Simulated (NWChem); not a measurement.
Species: C₂H₆F₂Si; SMILES C[Si](C)(F)F

```xyz
11

C     -1.5692     0.0000     0.9627
Si     0.0000     0.0000    -0.0174
C      1.5692     0.0000     0.9627
F      0.0000     1.2919    -0.9997
F      0.0000    -1.2919    -0.9997
H     -1.6326    -0.8914     1.6056
H     -2.4422     0.0000     0.2924
H     -1.6326     0.8914     1.6056
H      2.4422     0.0000     0.2924
H      1.6326    -0.8914     1.6056
H      1.6326     0.8914     1.6056
```
Atoms are numbered in this order, from 1.

Level: PBE0/def2-SVP (NWChem), optimised geometry, unscaled harmonic frequencies. 

**Question.** List the harmonic frequencies with IR intensities, and the thermochemistry.

**Answer.** 
| frequency (cm⁻¹) | IR intensity (km/mol) |
|---|---|
| 127 | 0.0 |
| 141 | 0.1 |
| 190 | 0.6 |
| 203 | 0.0 |
| 243 | 1.6 |
| 312 | 36.8 |
| 318 | 20.0 |
| 645 | 0.0 |
| 696 | 1.8 |
| 741 | 0.0 |
| 788 | 2.7 |
| 802 | 0.3 |
| 830 | 189.3 |
| 920 | 199.6 |
| 966 | 204.1 |
| 1278 | 71.5 |
| 1279 | 37.1 |
| 1418 | 0.0 |
| 1421 | 1.2 |
| 1428 | 4.5 |
| 1430 | 13.3 |
| 3064 | 0.0 |
| 3066 | 0.1 |
| 3170 | 0.0 |
| 3172 | 2.1 |
| 3174 | 0.7 |
| 3174 | 0.1 |

| Property | Value |
|---|---|
| zero-point energy | 50.0 kcal/mol |
| thermal correction to the enthalpy at 298.15 K (with zero-point energy) | 55.2 kcal/mol |
| heat capacity Cv | 24.6 cal/(mol K) |
| entropy at 298.15 K and 1 atm (symmetry number 2) | 81.1 cal/(mol K) |
| dipole moment | 2.51 D |

Rigid rotor and harmonic oscillator.
